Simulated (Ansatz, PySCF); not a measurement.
Te(GeH3)2 (Ge2H6Te), SMILES [GeH3][Te][GeH3]. Atoms are numbered in the order given.

```xyz
9

Te    -0.0787    -0.0131     1.0462
Ge     0.3989    -1.8273    -0.7363
H      0.6959    -3.1319     0.0264
H     -0.8305    -2.0118    -1.6489
H      1.6155    -1.4230    -1.5938
Ge    -0.4801     1.7885    -0.7675
H     -0.8186     3.0961    -0.0274
H      0.7899     1.9741    -1.6228
H     -1.6532     1.3729    -1.6785
```
Charge 0, spin multiplicity 1.

Geometry optimised at B3LYP-D3(BJ)/def2-SVP. The structure was generated by enumeration, and PubChem lists no compound with its InChIKey, so it may never have been made. The def2 effective core potentials stand for the cores of Te; spin–orbit coupling is left out.

Two levels are set side by side: PBE-D3(BJ)/def2-SVP (Ansatz, a quantum-chemistry and plane-wave program) and B3LYP-D3(BJ)/def2-SVP (Ansatz). Each level has its own optimised geometry; the coordinates shown are those of the second. Frequencies come from the Hessian of PySCF at each geometry. Differences are taken from unrounded values.

```
quantity                            B3LYP-D3(BJ)
----------------------------------  ------------
mean bond length (Å)                       1.803
bond Te1–Ge2 (Å)                           2.588
bond Te1–Ge6 (Å)                           2.588
bond Ge2–H3 (Å)                            1.540
bond Ge2–H4 (Å)                            1.542
bond Ge2–H5 (Å)                            1.542
bond Ge6–H7 (Å)                            1.540
bond Ge6–H8 (Å)                            1.542
bond Ge6–H9 (Å)                            1.542
highest harmonic wavenumber (cm⁻¹)          2142
mean harmonic wavenumber (cm⁻¹)              979
zero-point energy (kcal/mol)               29.38
```

**Question.** What does PBE-D3(BJ) give, and how far is it from B3LYP-D3(BJ)? (An estimate is asked for; the answer gives what the named calculation found.)

**Answer.** 
```
quantity                            PBE-D3(BJ)  PBE-D3(BJ) minus B3LYP-D3(BJ)
----------------------------------  ----------  -----------------------------
mean bond length (Å)                     1.810                          0.007
bond Te1–Ge2 (Å)                         2.585                         -0.003
bond Te1–Ge6 (Å)                         2.585                         -0.003
bond Ge2–H3 (Å)                          1.549                          0.009
bond Ge2–H4 (Å)                          1.552                          0.010
bond Ge2–H5 (Å)                          1.552                          0.010
bond Ge6–H7 (Å)                          1.549                          0.009
bond Ge6–H8 (Å)                          1.552                          0.010
bond Ge6–H9 (Å)                          1.552                          0.010
highest harmonic wavenumber (cm⁻¹)        2096                            -46
mean harmonic wavenumber (cm⁻¹)            951                            -27
zero-point energy (kcal/mol)             28.56                          -0.82
```

Exact exchange shortens and stiffens bonds; PBE has none. Differences between two approximate levels are no errors against the true value.
